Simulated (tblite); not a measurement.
Parent: `[F:1]/[CH:2]=[C:3](/[F:4])[CH2:5][SiH3:6]` with C2–C3–C5–Si6 101°, C3H6F2Si.

The geometries are computed with GFN2-xTB (gas phase). One conformer each, not checked by frequencies here.

```csv
coordinate of the parent,value
F1–C2,1.347 Å
C2=C3,1.326 Å
C3–F4,1.354 Å
C3–C5,1.476 Å
C5–Si6,1.922 Å
F1–C2–C3,120.6°
C2–C3–F4,116.7°
C2–C3–C5,128.4°
F4–C3–C5,114.9°
C3–C5–Si6,110.9°
```

Question: How does the shared frame change in `[F:1]/[CH:2]=[C:3](/[F:4])[C@@H:5]([SiH3:6])[CH:7]1[CH2:8][CH2:9]1` with C2–C3–C5–Si6 111°, C3–C5–C7–C8 156°, C6H10F2Si? Atoms pair as F1 = F1, C2 = C2, C3 = C3, F4 = F4, C5 = C5, Si6 = Si6 (parent first).

Answer: 
```csv
parent,relative,value in the relative,change
F1–C2,F1–C2,1.346 Å,-0.001
C2=C3,C2=C3,1.326 Å,0.000
C3–F4,C3–F4,1.354 Å,0.000
C3–C5,C3–C5,1.483 Å,+0.007
C5–Si6,C5–Si6,1.926 Å,+0.004
F1–C2–C3,F1–C2–C3,120.8°,+0.2
C2–C3–F4,C2–C3–F4,116.6°,-0.1
C2–C3–C5,C2–C3–C5,128.3°,-0.1
F4–C3–C5,F4–C3–C5,115.1°,+0.2
C3–C5–Si6,C3–C5–Si6,109.8°,-1.1
```

Of the parent's bonds, C3–C5 changes most (+0.007 Å). Bonds of the relative outside the shared frame: C5–C7 1.515, C7–C8 1.497, C8–C9 1.499, C7–C9 1.499 Å. Point group C1 → C1.

Question: How does the shared frame change in `[F:1]/[CH:2]=[C:3](\[F:4])[C@H:5]([SiH3:6])[CH2:7][F:8]` with C2–C3–C5–Si6 -112°, C3–C5–C7–F8 178°, C4H7F3Si? Atoms pair as F1 = F1, C2 = C2, C3 = C3, F4 = F4, C5 = C5, Si6 = Si6 (parent first).

Answer: 
```tsv
parent	relative	value in the relative	change
F1–C2	F1–C2	1.342 Å	-0.005
C2=C3	C2=C3	1.326 Å	0.000
C3–F4	C3–F4	1.353 Å	-0.001
C3–C5	C3–C5	1.482 Å	+0.006
C5–Si6	C5–Si6	1.935 Å	+0.013
F1–C2–C3	F1–C2–C3	123.2°	+2.6
C2–C3–F4	C2–C3–F4	120.0°	+3.3
C2–C3–C5	C2–C3–C5	125.9°	-2.5
F4–C3–C5	F4–C3–C5	114.0°	-0.9
C3–C5–Si6	C3–C5–Si6	109.7°	-1.2
```

Of the parent's bonds, C5–Si6 changes most (+0.013 Å). Bonds of the relative outside the shared frame: C5–C7 1.526, C7–F8 1.372 Å. Point group C1 → C1.

Question: How does the shared frame change in `[CH:1]#[C:2][C@@H:3]([SiH3:4])/[C:5]([F:6])=[CH:7]\[F:8]` with C2–C3–C5–F6 -52°, C5H6F2Si? Atoms pair as F1 = F8, C2 = C7, C3 = C5, F4 = F6, C5 = C3, Si6 = Si4 (parent first).

Answer: 
```csv
parent,relative,value in the relative,change
F1–C2,F8–C7,1.346 Å,-0.001
C2=C3,C7=C5,1.326 Å,0.000
C3–F4,C5–F6,1.351 Å,-0.003
C3–C5,C5–C3,1.485 Å,+0.009
C5–Si6,C3–Si4,1.936 Å,+0.014
F1–C2–C3,F8–C7–C5,120.8°,+0.2
C2–C3–F4,C7–C5–F6,117.0°,+0.3
C2–C3–C5,C7–C5–C3,127.4°,-1.0
F4–C3–C5,F6–C5–C3,115.5°,+0.6
C3–C5–Si6,C5–C3–Si4,109.7°,-1.2
```

Of the parent's bonds, C5–Si6 changes most (+0.014 Å). Bonds of the relative outside the shared frame: C1≡C2 1.197, C2–C3 1.445 Å. Point group C1 → C1.
